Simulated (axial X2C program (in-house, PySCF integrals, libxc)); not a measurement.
YO: cheaper levels and CCSD(T), 2c

All values were computed with an in-house all-electron X2C program for linear molecules (integrals from PySCF). Two-component (2c) means X2C with spin–orbit coupling and atomic mean-field two-electron Coulomb and Gaunt terms. Basis: Y dyall-cv3z [11s12p9d6f3g], O dyall-av3z [7s6p3d2f] (cores contracted in-house); Gaussian nuclei, density fitting, unrestricted open shells. Masses: Y 88.906 u, O 15.995 u.

State: Ω = 1/2 (⟨Sz⟩ = 0.50, ⟨Lz⟩ = 0.00 at HF); fragments Y + O.

```json
{"level": "PBE0", "Re (Å)": "1.773", "ωe (cm⁻¹)": "890.8"}
{"level": "HF", "Re (Å)": "1.772", "ωe (cm⁻¹)": "908.8"}
{"level": "PBEsol", "Re (Å)": "1.783", "ωe (cm⁻¹)": "867.9"}
```

Correlated methods: 9 electrons correlated (number of frozen shells: Y 4 s, 3 p, 1 d; O 1 s), 309 virtual spin orbitals or spinors in MP2, 90 natural virtuals in coupled cluster.

CCSD(T), same Hamiltonian and basis:

Re = 1.815 Å, ωe = 834.2 cm⁻¹; T1 = 0.027 (Lee–Taylor normalisation).

Q: Give the differences from CCSD(T) in the columns below.

A: 

```tsv
level	ΔRe (Å)	Δωe (cm⁻¹)
PBE0	-0.042	57
HF	-0.043	75
PBEsol	-0.032	34
```

The state is one determinant whose occupation by symmetry is held fixed; it was picked as the lowest of a PBE0 search that is not exhaustive. De is not given where an atomic determinant may have missed its ground term or J level, or where the truncated virtual space spoils (T). Density functionals use the spin component along the axis (collinear). Coupled cluster ran in a truncated set of natural virtual spinors; the MP2 energy of the rest was added. (T) has no such correction and the atoms are truncated less, which lowers De at CCSD(T) by a hundredth of an eV or more. Without a current term, density functionals place determinants with orbital angular momentum somewhat too high. The outer-core s and p shells of the metal are frozen in the correlated rows, which leaves out core–valence correlation; for alkali and alkaline-earth bonds that tends to lengthen them. The stretched end of a curve changes character and is left out. With the outer-core shells frozen, correlated bond lengths of heavy atoms tend to come out a few hundredths of an ångström too long.
